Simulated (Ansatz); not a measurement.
A thermochemical cycle in electronic energies (no zero-point or thermal terms), species as SMILES, kcal/mol. Geometries: B3LYP-D3(BJ)/def2-TZVP minima from Ansatz (a quantum-chemistry and plane-wave program). Correlated levels leave the core frozen unless marked. UHF or UKS for open shells. No spin-orbit coupling. Frozen are the shells of the preceding noble gas and the d and f shells that filled before the atom's block. Non-relativistic. Basis-set limits of correlation are two-point, X^-3; Hartree-Fock from the larger set. Anions need diffuse functions, of which def2-TZVPD holds fewer than the aug- sets.

```tsv
step	CCSD(T)/CBS(aug-cc-pVTZ,aug-cc-pVQZ) (Ansatz)	r2SCAN-D4/def2-TZVPD (Ansatz + dftd4)
bond energy D: [Br][GeH2][Br] [dibromogermane] → [Br][GeH][Br] + H atom	85.7	80.6
electron affinity EA, positive where the anion is bound: [Br][GeH][Br] + e- → [Br][GeH-][Br]	71.1	67.3
ionisation of the H atom at the same level, IE	313.7	313.7
```

Question: Find the deprotonation energy A: [Br][GeH2][Br] [dibromogermane] -> [Br][GeH-][Br] + H+.

Answer: Breaking the bond, ionising the H atom and attaching the electron to the radical add up to the deprotonation, A = D + IE - EA. At CCSD(T)/CBS(aug-cc-pVTZ,aug-cc-pVQZ): A = D + IE - EA = 85.7 + 313.7 - 71.1 = 328.3. At r2SCAN-D4/def2-TZVPD: A = D + IE - EA = 80.6 + 313.7 - 67.3 = 327.0. The functional differs from the first level by -5.1 in D, -3.8 in EA and -1.3 in A; for EA and A the gap mixes functional and basis.
